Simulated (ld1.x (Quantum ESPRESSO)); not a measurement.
**Reading a pseudo-wave (scandium (Sc))**

Columns: radius, all-electron u(r) and pseudo u(r) of the 4p shell (level -1.75 eV) of scandium in the configuration [Ar] 3d1 4s1.5 4p0.5; PBEsol, scalar-relativistic, TM scheme, ld1.x (Quantum ESPRESSO) 7.5.

```json
{"r (bohr)": "0.182", "all-electron": "0.1089", "pseudo": "0.0020"}
{"r (bohr)": "0.365", "all-electron": "0.0144", "pseudo": "0.0080"}
{"r (bohr)": "0.548", "all-electron": "-0.1137", "pseudo": "0.0180"}
{"r (bohr)": "0.730", "all-electron": "-0.1814", "pseudo": "0.0319"}
{"r (bohr)": "0.912", "all-electron": "-0.1860", "pseudo": "0.0499"}
{"r (bohr)": "1.095", "all-electron": "-0.1472", "pseudo": "0.0720"}
{"r (bohr)": "1.277", "all-electron": "-0.0848", "pseudo": "0.0981"}
{"r (bohr)": "1.460", "all-electron": "-0.0123", "pseudo": "0.1281"}
{"r (bohr)": "1.642", "all-electron": "0.0611", "pseudo": "0.1614"}
{"r (bohr)": "1.825", "all-electron": "0.1315", "pseudo": "0.1979"}
{"r (bohr)": "2.007", "all-electron": "0.1955", "pseudo": "0.2362"}
{"r (bohr)": "2.190", "all-electron": "0.2530", "pseudo": "0.2757"}
{"r (bohr)": "2.372", "all-electron": "0.3032", "pseudo": "0.3145"}
{"r (bohr)": "2.555", "all-electron": "0.3467", "pseudo": "0.3515"}
{"r (bohr)": "2.738", "all-electron": "0.3836", "pseudo": "0.3853"}
{"r (bohr)": "2.920", "all-electron": "0.4140", "pseudo": "0.4144"}
{"r (bohr)": "3.102", "all-electron": "0.4385", "pseudo": "0.4385"}
{"r (bohr)": "3.285", "all-electron": "0.4575", "pseudo": "0.4574"}
{"r (bohr)": "3.468", "all-electron": "0.4713", "pseudo": "0.4713"}
{"r (bohr)": "3.650", "all-electron": "0.4805", "pseudo": "0.4805"}
{"r (bohr)": "3.832", "all-electron": "0.4855", "pseudo": "0.4855"}
{"r (bohr)": "4.015", "all-electron": "0.4869", "pseudo": "0.4869"}
{"r (bohr)": "4.198", "all-electron": "0.4850", "pseudo": "0.4850"}
{"r (bohr)": "4.380", "all-electron": "0.4802", "pseudo": "0.4802"}
{"r (bohr)": "4.562", "all-electron": "0.4731", "pseudo": "0.4731"}
{"r (bohr)": "4.745", "all-electron": "0.4639", "pseudo": "0.4639"}
```

Task: How many radial nodes do the two functions have?

Result: The all-electron 4p function has n − l − 1 = 2; the pseudo-wave has 0, since the states of the same l below it are removed with the core.

Task: At about which radius was the pseudo-wave matched?

Result: 3.65 bohr. The columns agree to 0.0005 from 2.92 bohr on; several derivatives are matched, so the curves merge somewhat inside the radius.

Task: Is the pseudo-wave norm-conserving?

Result: Yes: the TM scheme keeps the norm inside the radius equal to the all-electron one, which fixes the energy derivative of the logarithmic derivative at the level.
